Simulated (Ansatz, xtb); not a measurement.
C5H9O2S+: which of two structures lies lower

Structure a is `C[C@@H]1OC(=O)C[S@@+]1C`, a singlet and structure b is a singlet given by its coordinates. Both are isolated ions in the gas phase, relaxed with B3LYP/def2-SVP.

a (Å):

```xyz
17

C     0.0086   -0.7991   -1.2827
C     0.7093    0.0283   -0.2296
C     0.3404   -0.8125    1.9623
C    -0.8419    0.1723    1.8888
C     0.6161    2.5230    1.2633
O     1.1606   -0.7005    0.8651
O     0.5434   -1.5589    2.8549
S    -0.5233    1.3153    0.5121
H    -0.3001   -0.1742   -2.1334
H     0.7225   -1.5551   -1.6461
H    -0.8687   -1.3301   -0.8819
H     1.5406    0.6291   -0.6273
H    -1.7836   -0.3622    1.6863
H    -0.9492    0.7222    2.8345
H     1.4378    2.0086    1.7802
H     0.9921    3.1533    0.4450
H     0.0262    3.1370    1.9583
```

b (Å):

```
atom    x (Å)    y (Å)    z (Å)
   C   1.2484   2.9299   0.1296
   C   0.4692   1.6895   0.3033
   C   0.9892   0.4483   0.5441
   C   0.0930  -0.6459   0.6847
   C   1.6219  -3.9261   1.9822
   O   0.3676  -1.8618   0.8891
   O   3.0327  -1.6933   1.8397
   S   2.2342  -2.5680   0.9664
   H   2.3327   2.7791   0.2122
   H   0.9196   3.6781   0.8749
   H   1.0085   3.3828  -0.8505
   H  -0.6234   1.7845   0.2306
   H   2.0672   0.2983   0.6418
   H  -0.9924  -0.4464   0.6119
   H   0.8225  -4.4454   1.4355
   H   2.4874  -4.5920   2.1321
   H   1.2776  -3.5176   2.9428
```

Close contacts (Å): C1–C2 1.48, C2–C3 1.37, C3–C4 1.42, C4–O6 1.26, C5–S8 1.80, O6–S8 2.00, O7–S8 1.47, C1–H9 1.10, C1–H10 1.11, C1–H11 1.11, C2–H12 1.10, C3–H13 1.09, C4–H14 1.11, C5–H15 1.10, C5–H16 1.10, C5–H17 1.10.

Quicker runs give these differences E(b) − E(a): GFN2-xTB +20.3 kcal/mol; HF/STO-3G +143.2 kcal/mol (at GFN2-xTB geometries); r2SCAN-D4/def2-SVP +49.6 kcal/mol (at GFN2-xTB geometries).

Problem. Estimate E(b) − E(a) at the level CCSD(T)/def2-SVP + ΔMP2/def2-TZVPP.

Solution. Calculated at CCSD(T)/def2-SVP + ΔMP2/def2-TZVPP: E(b) − E(a) = +39.2 kcal/mol, so structure a lies lower.

How the difference moves with the method:

```csv
level,geometry,E(b) − E(a) (kcal/mol),departure from the last row (kcal/mol),"job, with rough time for the two"
GFN2-xTB,GFN2-xTB,+20.3,−18.9,"optimisation, 0.99 s"
HF/STO-3G,GFN2-xTB,+143.2,+104.0,"single point, 1.2 s"
r2SCAN-D4/def2-SVP,GFN2-xTB,+49.6,+10.4,"single point, 7.5 s"
B3LYP/def2-SVP,B3LYP/def2-SVP,+41.4,+2.2,"optimisation, 3 min"
HF/def2-SVP,B3LYP/def2-SVP,+56.8,+17.6,part of the CCSD(T) run
MP2/def2-SVP,B3LYP/def2-SVP,+51.5,+12.3,part of the CCSD(T) run
CCSD(T)/def2-SVP,B3LYP/def2-SVP,+50.9,+11.6,single point
CCSD(T)/def2-SVP + ΔMP2/def2-TZVPP,B3LYP/def2-SVP,+39.2,,"single point, 3.6 min"
```

The levels shown agree on the order. The largest departure from CCSD(T)/def2-SVP + ΔMP2/def2-TZVPP is that of HF/STO-3G, 104.0 kcal/mol. The last row adds to CCSD(T) the change of the MP2 difference between the two basis sets, here −11.6 kcal/mol, a large step that makes the value less sure.

With thermal terms from frequencies at re-optimised GFN2-xTB minima (ideal gas, soft modes damped towards free rotors, one conformer each, 298.15 K, 1 atm): on the last row, ΔE + ΔZPE = +36.9, ΔH = +38.0, ΔG = +35.4 kcal/mol.

The T1 diagnostic of structure b is large, so the coupled-cluster value is less sure. The correlated steps freeze 12 core orbitals. Mirror images aren't counted in ΔG. Programs: Ansatz 0.2.0, xtb 6.7.1; the last row on 2 threads of Intel(R) Xeon(R) Processor @ 2.70GHz on a shared host.
